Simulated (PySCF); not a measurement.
1,1,1-trichloro-2,2,2-trifluoroethane: calculation against experiment

**Experimental background.**

From NIST CCCBDB Release 22 (SRD 101), experimental dipoles, for the gas: dipole moment 0.74 ± 0.07 D.

The results are set against them at the end.

Compound: 1,1,1-trichloro-2,2,2-trifluoroethane, C2Cl3F3.
Atom-mapped SMILES: `[F:1][C:2]([F:3])([F:4])[C:5]([Cl:6])([Cl:7])[Cl:8]`

Cartesian coordinates in Å at the GFN2-xTB level; atoms count from 1:
```xyz
8
C2Cl3F3 angstrom
F     -0.8299    1.2658   -0.9500
C     -0.7579    0.2039   -0.1511
F     -1.4082    0.5024    0.9710
F     -1.4177   -0.7881   -0.7441
C      0.7059   -0.1869    0.1344
Cl     1.4958   -0.5662   -1.4043
Cl     1.5094    1.1808    0.9212
Cl     0.7116   -1.6023    1.1984
```

Runs made with PySCF (gas phase, on this GFN2-xTB geometry; no spin–orbit coupling):

| level | job | basis functions | wall time |
| --- | --- | --- | --- |
| PBE0/pcSseg-1 | shieldings, charges and field gradients | 157 | 25 s |

Hardware: one thread of an x86-64 server, no GPU, shared host.

## Comparison

**Dipole moment.** Measured: 0.74 D (NIST CCCBDB Release 22 (SRD 101), experimental dipoles).

```json
{"level": "PBE0/pcSseg-1", "computed (D)": "0.70", "computed − measured (D)": "-0.04", "% (from the printed values)": "-5"}
```

The computed dipoles belong to one fixed geometry; measured ones are averaged over vibrations unless marked μe. Magnitudes are compared, not signs.

No measured geometry was used, and the causes of the misses weren't examined.
